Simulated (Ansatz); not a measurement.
The same path of C2H6Ga + FH (11 atoms, charge 0, multiplicity 2) was run twice with different band settings.

These are results of Ansatz 0.2.0, UKS PBE/def2-SVP, not measurements.

Relaxed end points:

```xyz
11
Properties=species:S:1:pos:R:3
Ga 0.001 -0.615 -0.177
H 0.024 -0.424 2.110
C 1.767 -0.006 -0.908
H 2.388 -0.876 -1.200
H 1.624 0.652 -1.790
H 2.313 0.553 -0.121
C -1.777 -0.049 -0.914
H -2.580 -0.773 -0.680
H -2.040 0.928 -0.457
H -1.709 0.083 -2.014
F -0.012 0.527 1.980
```

```xyz
11
Properties=species:S:1:pos:R:3
Ga -0.001 -0.644 -0.196
H 0.030 -0.559 2.114
C 1.755 0.028 -0.907
H 2.443 -0.811 -1.131
H 1.599 0.631 -1.825
H 2.227 0.665 -0.132
C -1.768 -0.029 -0.920
H -2.624 -0.592 -0.504
H -1.886 1.047 -0.668
H -1.767 -0.131 -2.026
F -0.008 0.395 2.023
```

Common settings: movable images 7; climbing image yes; optimiser quadratic models (default); start path through a guess of the saddle point; force threshold 0.05 eV/Å; iteration limit 60; end points relaxed.

| run | spring |
| --- | --- |
| 1 | 5.0 eV/Å² |
| 2 | 50.0 eV/Å² |

Task: What does each run give, and how far can it be trusted?

Result: Run 1: converged after 22 iterations, highest image 0.001 eV above the first end. The top lies less than 8 meV above the higher end, about what the thresholds resolve: the motion is nearly free. A vibrational analysis at the climbing image gives one clearly imaginary mode, 44i cm⁻¹, and a faint second one (31i cm⁻¹) that may be numerical noise or a soft torsion: probably a first-order saddle point.
Run 2: converged after 24 iterations, highest image 0.000 eV above the first end. The highest image is an end point: on this band no image between the ends rises above it. Inner images lie up to 0.003 eV below the lower end, so the ends aren't the lowest states on this path.
